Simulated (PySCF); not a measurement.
# Assigning NMR signals

Numbering as in the mapped SMILES `[CH3:1][c:2]1[cH:3][c:4]([SiH2:5][OH:6])[cH:7][o:8]1`. Each H is labelled by its parent atom.

Theory: GFN2-xTB structure, GIAO PBE0/pcSseg-1 shieldings, in PySCF 2.14 (one conformer, no solvent model, non-relativistic Hamiltonian, equivalent nuclei averaged).

Shifts are taken against calculated references (same method and geometry level): TMS for 13C, 1H.

Q: Assign these signals to the numbered atoms. 13C{1H} NMR (computed): δ 158.9, 151.6, 122.5, 115.4, 16.1.

A: 
| δ (ppm) | atoms | environment | reason |
| --- | --- | --- | --- |
| 158.9 | C2 | substituted aromatic carbon next to the ring oxygen | – |
| 151.6 | C7 | aromatic CH next to the ring oxygen | – |
| 122.5 | C4 | substituted aromatic carbon | – |
| 115.4 | C3 | aromatic CH | – |
| 16.1 | C1 | methyl carbon on an aromatic ring | saturated and bonded to C and H only |

Q: Assign these signals to the numbered atoms. 1H NMR (300 MHz, computed): δ 7.44 (m, 1H), 6.15 (m, 1H), 5.51 (s, 2H), 2.44 (s, 3H), 1.03 (br s, 1H).

A: 
| δ (ppm) | atoms | environment | reason |
| --- | --- | --- | --- |
| 7.44 | H(C7) | hydrogen on an aromatic CH next to the ring oxygen | the ring current deshields protons in the ring plane |
| 6.15 | H(C3) | hydrogen on an aromatic CH | the ring current deshields protons in the ring plane |
| 5.51 | H(Si5) | hydrogen on a silicon bonded to C, O | – |
| 2.44 | H(C1) | hydrogen on a methyl carbon on an aromatic ring | benzylic-type position, deshielded by the ring |
| 1.03 | H(O6) | hydrogen on an oxygen bonded to Si | exchangeable, gas-phase position |

The OH or NH signal is concentration- and solvent-dependent in practice; the value given is the gas-phase one. Shifts are as computed. Against solution values, carbons near 30 ppm lie about +3 ppm off and those near 130 ppm about +5 ppm. Of 1309 compounds with measured shifts, 239 miss one by over three times the rms of a fit or turn the order of signals round; such compounds aren't used in these exercises. No couplings were computed; multiplicities are counted from neighbouring protons, with m where these are inequivalent, close in shift, in a saturated or five-membered ring or joined by F or P, and br s for small geminal =CH2 splittings.
